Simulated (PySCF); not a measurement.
A structure optimised at PBE-D3(BJ)/def2-SVP, used in a PySCF frequency run:

```xyz
4

F     -1.5576    -0.0851     1.0895
C     -0.9333     0.3392     0.0000
F     -1.5576    -0.0851    -1.0895
Br     0.9610    -0.0144     0.0000
```
Charge 0, spin multiplicity 2.

**Question.** Write its SMILES, formula and point group.

**Answer.** F[C](F)Br, CBrF₂, Cs

**Question.** What are its rotational constants (standard atomic weights)?

**Answer.** 10.805, 2.8424, 2.2844 GHz
